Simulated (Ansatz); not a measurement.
Born–Oppenheimer molecular dynamics of C₂H₈ClNSi (13 atoms, charge 0, multiplicity 1). It starts from a relaxed structure.

All numbers below come from RKS B3LYP-D4/6-31G (Ansatz).

```yaml
ensemble: NVT, Langevin thermostat
time_step: 0.5 fs
steps_asked: 221
set_temperature: 300 K
friction: 0.05 /fs
seed: 974996
```

First frame:

```xyz
13
Properties=species:S:1:pos:R:3
Si -0.018 -0.041 0.066
Cl 1.661 -0.735 1.364
H 0.650 0.722 -1.027
H -0.890 0.751 0.981
N -0.966 -1.328 -0.642
C -2.029 -2.008 0.106
H -2.361 -1.388 0.944
H -2.892 -2.184 -0.551
H -1.696 -2.978 0.504
C -0.528 -2.036 -1.851
H -1.387 -2.214 -2.510
H 0.205 -1.437 -2.399
H -0.070 -3.008 -1.613
```

Problem. What does the run give?

Solution. The run went to its last step.

```
steps done                                               : 221
time covered                                             : 110.5 fs
mean temperature over the second half                    : 311 K
spread of the potential energy over the second half      : 5.2 meV per atom
mean potential energy of the second half above the start : 30.3 meV per atom
```

A run of 0.11 ps of so small a system gives no equilibrium averages. Limits of this set-up: no polarisation functions.

Problem. What happens to the structure?

Solution. The same pairs are bonded in the first frame and the last. Pairs count as bonded within 1.25 times the sum of covalent radii (0.12 Å more for H–H). The details hang on the random start.

Problem. How do temperature and energy run in time?

Solution. 
```json
{"time (fs)": "0", "T (K)": "277", "potential energy less start (eV)": "0.000"}
{"time (fs)": "5.5", "T (K)": "226", "potential energy less start (eV)": "0.161"}
{"time (fs)": "11", "T (K)": "218", "potential energy less start (eV)": "0.325"}
{"time (fs)": "16.5", "T (K)": "214", "potential energy less start (eV)": "0.392"}
{"time (fs)": "22", "T (K)": "182", "potential energy less start (eV)": "0.357"}
{"time (fs)": "27.5", "T (K)": "136", "potential energy less start (eV)": "0.563"}
{"time (fs)": "33", "T (K)": "185", "potential energy less start (eV)": "0.452"}
{"time (fs)": "38.5", "T (K)": "238", "potential energy less start (eV)": "0.399"}
{"time (fs)": "44", "T (K)": "260", "potential energy less start (eV)": "0.316"}
{"time (fs)": "49.5", "T (K)": "173", "potential energy less start (eV)": "0.462"}
{"time (fs)": "55", "T (K)": "218", "potential energy less start (eV)": "0.444"}
{"time (fs)": "60.5", "T (K)": "363", "potential energy less start (eV)": "0.272"}
{"time (fs)": "66", "T (K)": "396", "potential energy less start (eV)": "0.347"}
{"time (fs)": "71.5", "T (K)": "378", "potential energy less start (eV)": "0.361"}
{"time (fs)": "77", "T (K)": "234", "potential energy less start (eV)": "0.550"}
{"time (fs)": "82.5", "T (K)": "237", "potential energy less start (eV)": "0.469"}
{"time (fs)": "88", "T (K)": "217", "potential energy less start (eV)": "0.444"}
{"time (fs)": "93.5", "T (K)": "246", "potential energy less start (eV)": "0.417"}
{"time (fs)": "99", "T (K)": "293", "potential energy less start (eV)": "0.417"}
{"time (fs)": "104.5", "T (K)": "359", "potential energy less start (eV)": "0.391"}
{"time (fs)": "110", "T (K)": "343", "potential energy less start (eV)": "0.366"}
```

Run time: 15 min on 1 thread of Arm Neoverse V2, on a shared host, peak memory 0.16 GiB.
